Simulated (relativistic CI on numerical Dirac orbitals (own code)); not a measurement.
## Yb²²⁺: sensitivity of the levels to the model

Base calculation: Dirac-Coulomb-Breit CI, orbitals from a KLI potential per configuration, a model potential for QED, unscaled Slater integrals.

CI space (outside the closed core [Ar] 3d10 4s2): 4p⁶4d¹⁰4f², 4p⁶4d¹⁰4f5s, 4p⁶4d¹⁰5s², 4p⁶4d⁹4f³, 4p⁶4d¹⁰4f5p, 4p⁶4d¹⁰5s5p, 4p⁶4d¹⁰5p², 4p⁶4d¹⁰4f5d, 4p⁶4d¹⁰5s5d, 4p⁵4d¹⁰4f³, 4p⁶4d¹⁰5p5d, 4p⁶4d⁹4f5s², 4p⁶4d⁹4f²5s, 4p⁶4d¹⁰4f5f, 4p⁶4d⁹4f5s5p, 4p⁶4d¹⁰5d². Levels of other configurations are missing.

Variants: (1) QED terms removed; (2) only the first 3 configurations. Shifts of the energy above 4p⁶4d¹⁰4f² ³H4, in cm⁻¹, for the lowest level and the first level of each name with at least 55 % of one term (blank where a level changes its place among those of its configuration and J or its character, or is not in the variant):

```
           Level     Base   Δ(1)    Δ(2)
  4p⁶4d¹⁰4f² ³H4        0      0       0
  4p⁶4d¹⁰4f² ³H5    16007    -72     +11
  4p⁶4d¹⁰4f² ³F2    16122    -12   +1108
  4p⁶4d¹⁰4f² ³F3    27787    -72    +951
  4p⁶4d¹⁰4f² ³H6    30509   -127     +58
  4p⁶4d¹⁰4f² ¹D2    57948    -68   +2822
  4p⁶4d¹⁰4f² ³P0    64793    -31   +3281
  4p⁶4d¹⁰4f² ¹I6    71107    -92   +1691
  4p⁶4d¹⁰4f² ³P1    71275    -71   +3315
  4p⁶4d¹⁰4f² ³P2    82425   -134   +3158
  4p⁶4d¹⁰4f² ¹S0   153244   -113   +1803
4p⁶4d¹⁰4f5s ³F°2   623825  -2625   -1302
4p⁶4d¹⁰4f5s ³F°3   626552  -2628   -1204
4p⁶4d¹⁰4f5s ³F°4   642646  -2703   -1304
4p⁶4d¹⁰4f5s ¹F°3   648393  -2699    -976
 4p⁶4d¹⁰4f5p ³G3   913736   -405        
 4p⁶4d¹⁰4f5p ³D1  1075032   -582        
 4p⁶4d¹⁰4f5p ¹G4  1082643   -633        
 4p⁶4d¹⁰4f5p ³G5  1084945   -659        
 4p⁶4d¹⁰4f5p ¹D2  1098901   -660        
  4p⁶4d¹⁰5s² ¹S0  1271957  -5265  +31698
  4p⁶4d⁹4f³ ⁵G°2  1386878    +48
```

At this charge transitions that keep the count of f electrons are usually good to a few per cent. Terms inside the open d or f shell come out 10 to 20 % too wide with unscaled integrals. Levels that differ in their count of f electrons can be misplaced by several ten thousand cm⁻¹, since the correlation energy of f electrons is missing or only estimated; rates across such gaps can be off by orders of magnitude.

Ionisation energy from one configuration of each of the two ions, the ground ones as tabulated or assumed: base 616.69 eV. The NIST ASD value (theoretical) is 610 ± 30 eV.

LS names give the leading component of a level, which can be under half, so a name can repeat, a term be missing and a line seem to break the LS rules.
